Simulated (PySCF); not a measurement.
# C2H9NO2Si2: core ionisation energies

Species: C₂H₉NO₂Si₂.
Z-matrix (Å and degrees, PBE0-D3(BJ)/def2-SVP geometry), rows numbered from 1:
```
C 
O   1  1.4211
C   2  1.3402  1  116.01
O   3  1.2042  2  123.19  1    -0.35
Si  3  1.9289  2  113.16  1   176.60
Si  5  2.3451  3  106.73  2  -101.02
N   6  1.7359  5  108.25  3  -169.88
H   1  1.0960  2  106.33  3  -178.45
H   1  1.1000  2  110.81  3    61.77
H   1  1.1001  2  110.81  3   -58.49
H   5  1.4940  3  106.42  2   140.64
H   5  1.4930  3  111.10  2    21.47
H   6  1.5033  5  107.22  3   -42.97
H   6  1.4953  5  109.69  3    72.89
H   7  1.0147  6  118.96  5  -164.81
H   7  1.0143  6  118.97  5    55.77
```

Method used: PySCF, delta-SCF UKS SCAN, pcX-2 on the ionised atom, pcseg-1 elsewhere, spin-free X2C. Each binding energy is the total energy of the core-ionised species, with the hole localised on one atom, minus that of the ground state; both are solved self-consistently, so orbital relaxation is included.

Question: What binding energy does each computed site have?

Answer: 
```tsv
atom(s)	environment	level	binding energy (eV)	2p1/2 (eV)	above the level's lowest (eV)	count
Si5	SiH2 silicon	Si 2p3/2	106.46	107.09	0.00	1
Si6	SiH2 silicon	Si 2p3/2	106.70	107.33	+0.24	1
C1	methoxy carbon	C 1s	292.40	–	0.00	1
C3	carbonyl carbon	C 1s	293.67	–	+1.27	1
N7	silicon-bound nitrogen	N 1s	404.76	–	0.00	1
O4	carbonyl oxygen	O 1s	537.41	–	0.00	1
O2	oxygen singly bound to a carbonyl carbon	O 1s	539.25	–	+1.84	1
Si5	SiH2 silicon	Si 1s	1846.15	–	0.00	1
Si6	SiH2 silicon	Si 1s	1846.51	–	+0.36	1
```

The listed C 1s values span 1.27 eV, from C1 (bonded to O and 3 H) to C3 (bonded to O (double bond), O and Si).

Lowest listed O 1s: O4, bonded to C (double bond). Highest, 1.84 eV above it: O2, bonded to 2 C. Summing the Pauling electronegativity differences to the bonded atoms, each weighted by its formal bond order, gives -1.78 for the lowest site and -1.78 for the highest; the sum is the same at every site.

Lowest listed Si 1s: Si5, bonded to C, 2 H and Si. Highest, 0.36 eV above it: Si6, bonded to N, 2 H and Si. Summing the Pauling electronegativity differences to the bonded atoms, each weighted by its formal bond order, gives +1.25 for the lowest site and +1.74 for the highest.

The 2 Si 2p3/2 values lie within 0.24 eV of each other.

Question: Which effective nuclear charge Zeff reproduces each element's mean 1s value in the hydrogen-like formula E = 13.606 eV × Zeff²?

Answer: C (Z = 6): mean 293.0 eV, Zeff = 4.64, Z − Zeff = 1.36; N (Z = 7): mean 404.8 eV, Zeff = 5.45, Z − Zeff = 1.55; O (Z = 8): mean 538.3 eV, Zeff = 6.29, Z − Zeff = 1.71; Si (Z = 14): mean 1846.3 eV, Zeff = 11.65, Z − Zeff = 2.35. Means run over the listed sites, weighted by atom count.

Question: Which photon wavelength matches the O 1s of O2 (atom 2) threshold?

Answer: λ = hc/E = 12398.42 eV Å / 539.25 eV = 22.992 Å.

2p3/2 and 2p1/2 are the ΔSCF energy of one spin-free 2p hole plus the eigenvalues of a spin–orbit and ligand-field matrix of the shell. 2p1/2 minus 2p3/2 (ligand field included): Si 0.62 eV. The structure is a single PBE0-D3(BJ)/def2-SVP conformer in the gas phase; no vibrational or solvent corrections.
